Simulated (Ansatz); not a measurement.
Consider the ligand exchange at the Al–I bond: `[CH3][AlH][I]` + H₂S → `[CH3][AlH][SH]` + HI.

Program: Ansatz. Geometries: PBE0-D4/def2-TZVP. ΔE: electronic, gas phase. CCSD(T)/CBS adds triple-zeta CCSD(T) − MP2 to the extrapolated MP2 energy (def2 sets, frozen cores). This one scheme is used for every species. Elements past krypton have def2 core potentials. For I outer-core shells are correlated without core-valence functions, which leaves a few kJ/mol of doubt a bond. Each species was taken in one conformer, which may not be the lowest.

```csv
species,SCS-MP2/def2-TZVPP energy (Eh)
`[CH3][AlH][I]`,-579.56813
H₂S,-398.90298
`[CH3][AlH][SH]`,-680.76134
HI,-297.69398
```

Q: Work out ΔE.

A: ΔE = (-680.76134) + (-297.69398) − (-579.56813) − (-398.90298) = 0.01579 Eh = +9.9 kcal/mol. CCSD(T)/CBS gives +10.0 kcal/mol.

Largest T1 diagnostic among the species: 0.010.

From r2SCAN to r2SCAN0 (25 % exact exchange), in def2-TZVPP and without D4, ΔE moves by +0.8 kcal/mol. In def2-TZVPP, CCSD(T) changes the Hartree–Fock value by −2.4 kcal/mol (the triples alone add −0.3 kcal/mol) and MP2 by −1.1 kcal/mol.
